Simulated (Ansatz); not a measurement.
`CC1=CC(C(F)(F)F)=[O+][Ti-]([Cl])([Cl])([Cl])[O]1`, relaxed with RKS PBE-D4/def2-SVP in the Gaussian-basis code of Ansatz from a rough embedded geometry. The force threshold is 0.03 eV/Å; the program also tests the step.

Total charge 0; spin multiplicity 1.

Start:

```xyz
18

C    -2.147   -1.612   -0.552
C    -0.989   -0.615   -0.552
C    -0.308   -0.475    0.549
C     0.874    0.357    0.846
C     1.359    0.208    2.338
F     1.788   -1.094    2.588
F     2.334    1.123    2.554
F     0.306    0.472    3.118
O     1.487    1.130    0.226
Ti    0.778    1.461   -1.953
Cl   -0.790    3.210   -1.162
Cl    1.661    2.998   -3.493
Cl    2.278   -0.214   -2.644
O    -0.917   -0.050   -1.780
H    -2.916   -1.397   -1.228
H    -1.635   -2.630   -0.757
H    -2.518   -1.703    0.524
H    -0.645   -1.169    1.379
```

```tsv
step	energy (eV)	largest force (eV/Å)	largest move (Å)
1	-78116.0134	8.365	0.000
2	-78118.0453	2.838	0.194
3	-78118.4179	1.926	0.169
4	-78118.6621	0.591	0.196
5	-78118.6934	0.289	0.077
6	-78118.7045	0.162	0.060
7	-78118.7101	0.141	0.029
8	-78118.7340	0.256	0.200
9	-78118.7759	0.358	0.192
10	-78118.8343	0.496	0.195
11	-78118.9062	0.529	0.200
13	-78119.0766	0.365	0.195
15	-78119.2559	0.375	0.200
17	-78119.3147	0.131	0.052
19 (rejected)	-78119.3202	0.129	0.060
21	-78119.3300	0.069	0.100
23	-78119.3307	0.136	0.067
25	-78119.3357	0.199	0.082
27	-78119.3390	0.042	0.039
29	-78119.3421	0.169	0.062
31	-78119.3455	0.065	0.072
33	-78119.3471	0.108	0.012
35	-78119.3491	0.138	0.086
37	-78119.3500	0.013	0.024
39	-78119.3504	0.040	0.014
41	-78119.3507	0.004	0.011
```

End:

```xyz
18

C    -2.227   -1.474   -0.770
C    -1.022   -0.635   -0.466
C    -0.438   -0.599    0.809
C     0.700    0.200    1.032
C     1.361    0.236    2.426
F     2.620   -0.229    2.346
F     1.397    1.498    2.886
F     0.685   -0.522    3.317
O     1.268    0.924    0.163
Ti    0.879    1.303   -1.838
Cl    0.716    3.421   -1.270
Cl    0.159    1.463   -3.933
Cl    2.922    0.596   -2.240
O    -0.558    0.052   -1.463
H    -3.038   -0.823   -1.156
H    -1.981   -2.184   -1.586
H    -2.585   -2.032    0.113
H    -0.858   -1.193    1.629
```

It took 41 s on 10 threads of an AMD EPYC 7R13 on a shared host and a whole NVIDIA H100 80 GB, with 0.93 GiB of host memory at the peak.
